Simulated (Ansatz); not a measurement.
[GeH5]- (GeH₅⁻), relaxed as a singlet with RKS PBE0-D4/def2-TZVPD in Ansatz, starting from the GFN2-xTB geometry. Force threshold 0.02 eV/Å.

The highest occupied level of the charge -1 singlet lies above zero (up to 0.21 eV). By energy differences its removal costs 1.81 eV (vertical, to the charge 0 doublet, at PBE0-D4/def2-TZVPD); a positive level beside a positive removal energy at the same level points to self-interaction error.

Start:

```csv
atom,x (Å),y (Å),z (Å)
Ge1,-0.004,-0.001,0.006
H2,-1.071,-0.383,1.355
H3,1.074,0.381,-1.361
H4,-1.000,1.019,-0.508
H5,-0.082,-1.438,-0.463
H6,1.082,0.422,0.972
```

```tsv
step	energy (eV)	largest force component (eV/Å)	SCF passes
1	-56590.6623	0.860	21
2	-56590.7303	0.270	26
3	-56590.7464	0.066	27
4	-56590.7484	0.003	24
```

Force components are those of the run's own axes.

End:

```xyz
6

Ge    0.000    0.000    0.000
H    -1.046   -0.371    1.323
H     1.046    0.370   -1.324
H    -1.046    1.064   -0.529
H    -0.085   -1.505   -0.487
H     1.131    0.441    1.017
```

By distances, no bond broke or formed. The bond that changes most is Ge1–H6, from 1.51 to 1.58 Å (atoms count from 1).

No frequencies were taken in this run, so the end may be a saddle point.

It took 2.8 s on 4 threads of Arm Neoverse V1 on a shared host.
